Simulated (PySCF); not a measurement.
Record of a relaxation.

Compound: 1,3-di-tert-butyl-imidazole-2-selenone, C₁₁H₂₀N₂Se.
Bonds: C1–C2, C2–C3, C2–C4, C2–N5, N5–C6, C6–C7 (double), C7–N8, N8–C9, C9–C10, C9–C11, C9–C12, N8–C13, C13–Se14 (double), N5–C13. Hydrogens: H15, H16, H17 on C1; H18, H19, H20 on C3; H21, H22, H23 on C4; H24 on C6; H25 on C7; H26, H27, H28 on C10; H29, H30, H31 on C11; H32, H33, H34 on C12.

Computed by this run: PySCF 2.14.0, PBE0-D3(BJ)/def2-SVP geometry optimisation, gas phase; density fitting, grid level 1; the optimiser is geomeTRIC in internal coordinates, started from a GFN2-xTB structure with every atom displaced at random (about 0.01 Å). 3 of its 12 geometries are shown. The frame can shift and turn from step to step; on so coarse a grid that alone can change the energy by a few meV, and forces under 0.02 eV/Å are noise.

Step 0: E = -80020.8001 eV, largest atomic force 2.447 eV/Å
```
atom  x, y, z in Å  |  force x, y, z in eV/Å
C1     -2.678   -1.200    1.311   -1.493   1.925  -0.230
C2     -2.496    0.008    0.362   -0.252  -0.123   0.265
C3     -3.542   -0.087   -0.772    1.154   0.374   0.859
C4     -2.660    1.349    1.082   -2.171  -0.205  -0.784
N5     -1.132   -0.042   -0.207   -0.388   0.080  -0.371
C6     -0.854   -0.132   -1.535    0.809  -0.178  -0.887
C7      0.499   -0.140   -1.684   -0.612   0.026  -0.262
N8      1.074   -0.031   -0.448   -1.905  -0.041   0.279
C9      2.509    0.006   -0.179    0.773  -0.294  -0.389
C10     3.265   -0.091   -1.516    0.110   0.015   1.003
C11     2.868    1.323    0.482    0.303   0.506  -0.777
C12     2.918   -1.197    0.670   -0.567  -0.246  -0.376
C13     0.026    0.036    0.464    1.801  -0.019   1.645
Se14    0.241    0.166    2.290    0.032   0.033   0.201
H15    -2.037   -1.128    2.161    0.804   0.011   0.746
H16    -3.722   -1.159    1.681    0.179  -0.204  -0.118
H17    -2.514   -2.099    0.781    0.214  -1.429  -0.720
H18    -3.442   -1.017   -1.302    0.010  -0.732  -0.559
H19    -4.517   -0.060   -0.319   -0.761   0.014   0.351
H20    -3.464    0.757   -1.451    0.016   0.305  -0.375
H21    -3.729    1.412    1.446    0.848   0.006  -0.229
H22    -2.012    1.419    1.922    0.852   0.201   0.918
H23    -2.508    2.187    0.382    0.109  -0.066   0.097
H24    -1.604   -0.198   -2.297   -0.347  -0.035  -0.327
H25     1.066   -0.216   -2.585    0.274  -0.020  -0.513
H26     3.048   -1.008   -2.044   -0.059  -0.658  -0.273
H27     3.032    0.735   -2.160   -0.178   0.814  -0.605
H28     4.340   -0.052   -1.302    0.013  -0.062  -0.011
H29     3.958    1.382    0.588    0.133   0.040   0.045
H30     2.538    2.176   -0.155    0.119  -0.315   0.270
H31     2.412    1.407    1.455   -0.333   0.111   0.614
H32     2.622   -2.139    0.161    0.061   0.258   0.209
H33     2.445   -1.139    1.649   -0.191  -0.128   0.276
H34     3.991   -1.206    0.805    0.641   0.035   0.030
```

Step 6: E = -80021.1139 eV, largest atomic force 0.043 eV/Å
```
atom  x, y, z in Å  |  force x, y, z in eV/Å
C1     -2.677   -1.307    1.255    0.037   0.015   0.009
C2     -2.508   -0.073    0.368    0.022   0.020  -0.014
C3     -3.509   -0.171   -0.783   -0.004  -0.005  -0.004
C4     -2.777    1.227    1.125    0.015   0.012  -0.013
N5     -1.121   -0.047   -0.185   -0.032  -0.009  -0.021
C6     -0.844   -0.116   -1.535    0.025  -0.002   0.001
C7      0.498   -0.075   -1.683    0.013   0.010  -0.008
N8      1.059    0.021   -0.427   -0.029   0.004   0.003
C9      2.530    0.091   -0.184    0.002   0.007  -0.006
C10     3.267    0.044   -1.523   -0.016  -0.003  -0.002
C11     2.867    1.416    0.501   -0.005   0.000   0.004
C12     2.967   -1.117    0.645   -0.004   0.000   0.001
C13     0.059    0.039    0.519    0.015  -0.027   0.029
Se14    0.261    0.143    2.347   -0.041   0.002  -0.011
H15    -1.978   -1.280    2.101    0.007   0.000  -0.001
H16    -3.705   -1.340    1.642   -0.012  -0.004   0.006
H17    -2.495   -2.223    0.672   -0.002   0.004   0.007
H18    -3.399   -1.105   -1.355   -0.001   0.006   0.001
H19    -4.519   -0.166   -0.351    0.005  -0.008  -0.001
H20    -3.442    0.686   -1.470   -0.004   0.002   0.003
H21    -3.781    1.189    1.572   -0.007   0.000   0.002
H22    -2.038    1.378    1.924   -0.007  -0.009   0.010
H23    -2.738    2.085    0.435    0.015  -0.006   0.014
H24    -1.611   -0.189   -2.295    0.001  -0.003   0.000
H25     1.084   -0.104   -2.593    0.007  -0.003  -0.003
H26     3.084   -0.894   -2.068   -0.002   0.003  -0.004
H27     3.012    0.897   -2.170   -0.002  -0.004  -0.002
H28     4.344    0.100   -1.317   -0.002   0.000   0.001
H29     3.953    1.478    0.663    0.002  -0.002   0.004
H30     2.562    2.262   -0.133    0.002   0.001  -0.002
H31     2.356    1.497    1.470    0.002   0.001  -0.004
H32     2.729   -2.051    0.113    0.003  -0.001  -0.002
H33     2.462   -1.127    1.620    0.000  -0.002   0.001
H34     4.054   -1.076    0.805   -0.004   0.001   0.003
```

Step 11: E = -80021.1152 eV, largest atomic force 0.021 eV/Å
```
atom  x, y, z in Å  |  force x, y, z in eV/Å
C1     -2.688   -1.292    1.255    0.009  -0.010  -0.004
C2     -2.507   -0.066    0.359    0.004  -0.009  -0.004
C3     -3.508   -0.161   -0.792    0.000  -0.004  -0.001
C4     -2.762    1.240    1.112    0.001   0.002   0.004
N5     -1.120   -0.057   -0.192   -0.011   0.012   0.003
C6     -0.838   -0.122   -1.541   -0.008  -0.004   0.009
C7      0.504   -0.081   -1.684    0.003  -0.003   0.007
N8      1.058    0.008   -0.424    0.014   0.009   0.001
C9      2.529    0.083   -0.177    0.000  -0.004   0.001
C10     3.268    0.041   -1.514   -0.004  -0.001  -0.004
C11     2.859    1.407    0.512    0.001   0.001   0.002
C12     2.966   -1.125    0.651    0.001   0.001   0.002
C13     0.056    0.024    0.518   -0.002  -0.006  -0.020
Se14    0.248    0.127    2.347    0.001  -0.002   0.001
H15    -1.984   -1.268    2.097   -0.001  -0.001  -0.003
H16    -3.715   -1.309    1.647   -0.005   0.002   0.004
H17    -2.521   -2.215    0.678   -0.002   0.007   0.003
H18    -3.394   -1.091   -1.369    0.000   0.002   0.001
H19    -4.518   -0.165   -0.360    0.002   0.001  -0.002
H20    -3.446    0.700   -1.474    0.001   0.000   0.000
H21    -3.783    1.230    1.523   -0.004   0.004  -0.002
H22    -2.048    1.363    1.937   -0.004   0.001  -0.004
H23    -2.671    2.099    0.429    0.002  -0.002   0.002
H24    -1.603   -0.194   -2.304   -0.002   0.003   0.000
H25     1.094   -0.112   -2.591    0.001   0.001   0.002
H26     3.090   -0.897   -2.062    0.000   0.001   0.001
H27     3.012    0.894   -2.161    0.001  -0.002   0.002
H28     4.345    0.099   -1.306    0.001  -0.001   0.001
H29     3.944    1.468    0.685    0.002   0.001   0.000
H30     2.561    2.254   -0.125   -0.001   0.000  -0.001
H31     2.339    1.488    1.476    0.002   0.000  -0.003
H32     2.742   -2.059    0.112    0.000  -0.001  -0.001
H33     2.450   -1.144    1.620    0.000   0.000   0.000
H34     4.051   -1.076    0.824   -0.002   0.000   0.001
```

Problem. Summarise the path.

Solution. The energy falls by 30.40 kJ/mol from step 0 to step 11; nine tenths of that is first reached at step 1. It rises by more than 0.2 meV at steps 2, 7 and 10. The largest force goes from 2.447 to 0.021 eV/Å. Among the bonds C1–H17 changes most, from 1.057 to 1.101 Å; the atoms move by 0.047 Å rms after alignment.

What follows is the cost of the whole optimisation. Time: 18 min of wall time; peak memory 2.4 GiB. Hardware: one thread of an Arm Neoverse V2, shared host with 48 logical CPUs at a one-minute load of 10.
